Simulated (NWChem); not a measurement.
The numbers come from NWChem runs, not from measurements. System: H6BNO, charge 0, spin multiplicity 1, at a geometry optimised with PBE/def2-SVP. The structure started from a generated list of species. Level: RHF/def2-TZVPP.

The NWChem input:

```
start mol
memory heap 200 mb stack 900 mb global 1100 mb
geometry units angstroms nocenter noautoz noautosym
  B     -0.503024    -0.181104     0.439834
  H     -0.263471    -1.076453     1.261720
  H     -1.680117    -0.147186     0.045702
  O      0.121529     1.070319     0.759155
  H     -0.438288     1.809618     0.475840
  N      0.333330    -0.785416    -0.920442
  H      0.184967    -0.218234    -1.768481
  H      0.063306    -1.757404    -1.129822
  H      1.343183    -0.769463    -0.714274
end
basis spherical
  * library def2-tzvpp
end
scf
  rhf
  nopen 0
  maxiter 100
  thresh 1e-7
  semidirect memsize 60000000 filesize 0
end
task scf energy
```

Part of the output:

```
             Northwest Computational Chemistry Package (NWChem) 7.3.0
             --------------------------------------------------------

                                NWChem Input Module
                                -------------------

 Scaling coordinates for geometry "geometry" by  1.889725989
 (inverse scale =  0.529177249)

                             Geometry "geometry" -> ""
                             -------------------------

 Output coordinates in angstroms (scale by  1.889725989 to convert to a.u.)

  No.       Tag          Charge          X              Y              Z
 ---- ---------------- ---------- -------------- -------------- --------------
    1 B                    5.0000    -0.50302400    -0.18110400     0.43983400
    2 H                    1.0000    -0.26347100    -1.07645300     1.26172000
    3 H                    1.0000    -1.68011700    -0.14718600     0.04570200
    4 O                    8.0000     0.12152900     1.07031900     0.75915500
    5 H                    1.0000    -0.43828800     1.80961800     0.47584000
    6 N                    7.0000     0.33333000    -0.78541600    -0.92044200
    7 H                    1.0000     0.18496700    -0.21823400    -1.76848100
    8 H                    1.0000     0.06330600    -1.75740400    -1.12982200
    9 H                    1.0000     1.34318300    -0.76946300    -0.71427400

 Effective nuclear repulsion energy (a.u.)      77.3432517579

            Nuclear Dipole moment (a.u.)
            ----------------------------
        X                 Y               Z
 ---------------- ---------------- ----------------
     0.0000037795    -0.0000037795     0.0000018897


 Summary of "ao basis" -> "" (spherical)
 ------------------------------------------------------------------------------
       Tag                 Description            Shells   Functions and Types
 ---------------- ------------------------------  ------  ---------------------
 *                         def2-tzvpp                 on all atoms

 Summary of "ao basis" -> "ao basis" (spherical)
 ------------------------------------------------------------------------------
[...]
              MO Center=  4.6D-01, -8.8D-01, -1.4D+00, r^2= 5.3D+00
   Bfn.  Coefficient  Atom+Function         Bfn.  Coefficient  Atom+Function
  ----- ------------  ---------------      ----- ------------  ---------------
   109      3.276229  6 N  s                138     -1.180722  7 H  s
   152     -1.017497  8 H  s                166     -0.913495  9 H  s
     5     -0.374166  1 B  s                 11      0.355223  1 B  pz
   137     -0.322529  7 H  s                165     -0.301891  9 H  s
     9     -0.287173  1 B  px               151     -0.258282  8 H  s

 Vector   15  Occ=0.000000D+00  E= 1.473439D-01
              MO Center= -6.3D-01, -9.1D-02, -6.5D-01, r^2= 7.8D+00
   Bfn.  Coefficient  Atom+Function         Bfn.  Coefficient  Atom+Function
  ----- ------------  ---------------      ----- ------------  ---------------
    64     -1.332190  4 O  s                152     -1.289280  8 H  s
    13      1.252144  1 B  py               117     -1.076098  6 N  py
   138      1.027749  7 H  s                 34      0.929711  2 H  s
   109      0.480825  6 N  s                118      0.479874  6 N  pz
    10      0.438495  1 B  py                14     -0.433869  1 B  pz

 Vector   16  Occ=0.000000D+00  E= 1.647067D-01
              MO Center=  3.9D-01, -8.2D-01, -2.6D-01, r^2= 7.8D+00
   Bfn.  Coefficient  Atom+Function         Bfn.  Coefficient  Atom+Function
  ----- ------------  ---------------      ----- ------------  ---------------
   166     -1.889261  9 H  s                  5      1.814402  1 B  s
    48     -1.207025  3 H  s                 12     -1.087686  1 B  px
   116      1.058805  6 N  px                 4     -0.995815  1 B  s
   152      0.741524  8 H  s                 14     -0.540996  1 B  pz
   109      0.484383  6 N  s                118      0.483241  6 N  pz

 center of mass
 --------------
 x =   0.01112193 y =   0.07837635 z =   0.09045135

 moments of inertia (a.u.)
 ------------------
         233.477020337140           7.330517625094          25.929179177214
           7.330517625094         140.815905585769         -87.796554846976
          25.929179177214         -87.796554846976         160.807079526481

  Mulliken analysis of the total density
  --------------------------------------

    Atom       Charge   Shell Charges
 -----------   ------   -------------------------------------------------------
    1 B    5     4.78   0.91  1.07  0.43  0.39  0.03  0.90  0.73  0.10  0.08  0.12  0.03
    2 H    1     1.14   0.26  0.55  0.32  0.00  0.01  0.00
    3 H    1     1.14   0.26  0.55  0.32  0.00  0.01  0.00
    4 O    8     8.54   0.79  1.18  0.56  0.92  0.32  1.86  2.02  0.87  0.00  0.02  0.00
    5 H    1     0.78   0.25  0.39  0.05  0.02  0.06  0.01
    6 N    7     7.17   0.82  1.16  0.53  0.81  0.05  1.50  1.70  0.58  0.01  0.03  0.00
    7 H    1     0.82   0.25  0.45  0.06  0.02  0.04  0.00
    8 H    1     0.82   0.25  0.44  0.06  0.02  0.04  0.00
    9 H    1     0.81   0.25  0.44  0.06  0.02  0.04  0.00

       Multipole analysis of the density wrt the origin
       ------------------------------------------------

     L   x y z        total         open         nuclear
     -   - - -        -----         ----         -------
     0   0 0 0     -0.000000      0.000000     26.000000

     1   1 0 0      0.508479      0.000000      0.000004
     1   0 1 0     -0.537149      0.000000     -0.000004
     1   0 0 1     -1.870444      0.000000      0.000002

     2   2 0 0    -15.917301      0.000000     25.310810
     2   1 1 0     -2.662231      0.000000     -6.370430
     2   1 0 1     -1.024201      0.000000    -16.039932
     2   0 2 0    -12.641650      0.000000     77.956704
     2   0 1 1      1.371124      0.000000     48.494404
     2   0 0 2    -14.756875      0.000000     65.146764

 Task  times  cpu:       49.6s     wall:       49.6s

 Total times  cpu:       49.6s     wall:       49.6s
```
